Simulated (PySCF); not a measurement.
## GeH and its ions

UHF; basis Ge cc-pVDZ-PP with ECP10, H cc-pVDZ; scalar-relativistic core potentials; PySCF 2.14. Neutral (UHF): doublet (π ↑), Re = 1.591 Å, ωe = 1978 cm⁻¹, De = 1.92 eV, HOMO -7.72 eV, LUMO 0.04 eV.

GeH⁺ (RHF): singlet (closed shell), Re = 1.571 Å, ωe = 2133 cm⁻¹, De = 2.09 eV to Ge⁺ + H. The energies at the minima are -293.91086 hartree for GeH and -293.64486 for GeH⁺.

Work out the adiabatic ionisation energy, without and with harmonic zero-point energies (1 hartree = 27.2114 eV, 1 eV = 8065.5 cm⁻¹), and the change of the bond length.

At HF: 0.26600 hartree = 7.238 eV between the minima; the zero-point term (2133.0 − 1978.0)/2 cm⁻¹ = +0.010 eV makes it 7.248 eV. Re changes by -2.0 pm against the neutral. The electron leaves a π orbital, which is non-bonding in a hydride.

For an ion De counts to the pair picked by the measured ionisation energies or electron affinities, which need not be the lowest pair at this level. Where the molecule has an RHF reference, its open-shell atoms are computed with UHF. Hartree–Fock leaves out correlation, which carries a large part of most bond energies and some tenths to 1 eV of ionisation energies. States were picked by a PBE0 search and need not be the measured ground states.

Neutral and ion stand on different kinds of reference determinant, which adds to the error of the difference.
